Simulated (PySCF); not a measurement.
RuF3, SMILES [F][Ru]([F])[F] (connectivity only; charge and spin as stated), neutral, multiplicity 4.

Coordinates come from a PBE0-D3(BJ)/def2-TZVP optimisation. The spin state was assumed, not searched. The def2 effective core potentials stand for the cores of Ru; spin–orbit coupling is left out.

Two levels are set side by side: PBE/def2-TZVPD (PySCF) and CAM-B3LYP/def2-TZVPD (PySCF). Same geometry, gas phase. Differences are taken from unrounded values.

| quantity | PBE |
|---|---|
| α-spin orbital gap (eV) | 1.70 |
| β-spin orbital gap (eV) | 0.57 |
| dipole moment (D) | 2.05 |
| mean polarisability (bohr³) | 40.9 |

**Question.** These are the PBE values. What does CAM-B3LYP give? (An estimate is asked for; the answer gives what the named calculation found.)

**Answer.** 
```csv
quantity,CAM-B3LYP,PBE minus CAM-B3LYP
α-spin orbital gap (eV),7.39,-5.70
β-spin orbital gap (eV),6.25,-5.67
dipole moment (D),2.59,-0.54
mean polarisability (bohr³),35.5,5.4
```

PBE's more diffuse valence density responds more strongly to a field. Differences between two approximate levels are no errors against the true value.

Rough cost on one machine, each run with all the roots and properties that it gave: CAM-B3LYP against PBE within a factor of 2.
